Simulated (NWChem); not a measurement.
System: SbH2 cation

```xyz
3

Sb     0.0000     0.0000    -0.0466
H      0.0000     1.2213     1.1874
H      0.0000    -1.2213     1.1874
```
Atoms are numbered in this order, from 1.

Computed with NWChem. Medium grid unless said otherwise, to which SCAN and Minnesota functionals are sensitive. The geometry was optimised at PBE-D3(BJ)/def2-SVP. def2 effective core potentials on Sb; no spin-orbit coupling.

Question: Among these, which level gives the lowest value of “orbital gap (eV)”?
A) B3LYP/def2-TZVP
B) MPW1K/def2-TZVP
C) LRC-wPBEh/def2-TZVP
D) N12/def2-TZVP

Answer: D, N12/def2-TZVP. Values: N12/def2-TZVP 1.96; B3LYP/def2-TZVP 3.50; MPW1K/def2-TZVP 5.43; LRC-wPBEh/def2-TZVP 7.59
